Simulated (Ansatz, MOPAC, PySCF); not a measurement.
Members of the series B-XY, Y = amino; each row names its spin state. Isolated molecules, 0 K electronic values unless said otherwise. One relaxed conformer stands for each flexible species; it need not be the lowest. Strings in code marks are SMILES.

Quantity: adiabatic spin-state energy, in eV. Semi-empirical values (MOPAC) are differences of heats of formation. Levels without diffuse functions put anions too high.

Level 1: HSE06/aug-cc-pVTZ // PBE0-D3(BJ)/def2-TZVPD (Ansatz, a first-principles code)
Level 2: PBE-D3(BJ)/def2-TZVPD // PBE0-D3(BJ)/def2-TZVPD (PySCF)
Level 3: PBE/aug-cc-pVTZ // PBE0-D3(BJ)/def2-TZVPD (Ansatz)
Level 4: PM3 // PBE0-D3(BJ)/def2-TZVPD (MOPAC)

| species | level 1 | level 2 | level 3 | level 4 |
|---|---|---|---|---|
| `N[B-][SiH3]`: multiplicity 3 minus multiplicity 1 | 0.59 | 0.66 | 0.66 | 0.94 |
| `[BH-]N`: multiplicity 3 minus multiplicity 1 | 0.90 | 1.04 | 0.94 | 0.405 |
| `N[B-]S`: multiplicity 3 minus multiplicity 1 | 0.68 | 1.05 | 0.79 | 0.79 |
| `B[B-]N`: multiplicity 3 minus multiplicity 1 | 0.86 | 0.87 | 0.91 | 0.79 |
| `N[B-]N`: multiplicity 3 minus multiplicity 1 | 0.246 | 0.87 | 0.44 | 2.12 |
